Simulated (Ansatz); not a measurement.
The same path of CH₅AlOSi (9 atoms, charge 0, multiplicity 1) was run twice with different band settings. Lost on the way: Si2–Al4, Si2–H8. Made: Al4–H8.

Level of theory: RKS CAM-B3LYP-D4/def2-SVP (Ansatz 0.2.0).

Relaxed end points:

```xyz
9
Properties=species:S:1:pos:R:3
C -0.206 0.731 -1.337
Si 0.048 -0.641 -0.091
O 1.181 -0.293 1.141
Al -0.205 -0.537 2.175
H -1.057 0.503 -1.998
H -0.396 1.694 -0.844
H 0.692 0.833 -1.969
H 0.351 -1.898 -0.835
H -0.320 -0.438 3.742
```

```xyz
9
Properties=species:S:1:pos:R:3
C -0.366 1.037 -1.541
Si -1.330 -0.411 -0.762
O -0.331 -0.734 0.523
Al 0.588 -1.183 1.883
H -0.858 1.457 -2.431
H -0.232 1.844 -0.799
H 0.645 0.696 -1.828
H 1.714 -2.266 1.683
H 0.258 -0.486 3.255
```

Common settings: movable images 9; climbing image yes; spring 5.0 eV/Å²; optimiser quadratic models (default); start path through a guess of the saddle point; force threshold 0.05 eV/Å; end points relaxed.

| run | iteration limit |
| --- | --- |
| 1 | 60 |
| 2 | 3 |

Problem. What does each run give, and how far can it be trusted?

Solution. Run 1: converged after 25 iterations, highest image 1.717 eV above the first end. The profile has 2 maxima (images 3, 8) with wells between them (image 7): this band takes more than one step, which may be the mechanism or a detour left from its start path. Neighbouring images differ by up to 1.7 eV, so the band resolves the path poorly. A vibrational analysis at the climbing image gives one clearly imaginary mode, 764i cm⁻¹: a first-order saddle point.
Run 2: not converged after 3 iterations, highest image 2.668 eV above the first end. The band didn't meet its force threshold, so its energies are provisional: the largest band force was still 4.21 eV/Å, and over the last iterations the top moved between 2.67 and 5.37 eV.
The orbitals stay closed-shell, which can raise the energy where a bond breaks towards radicals; this wasn't checked here.
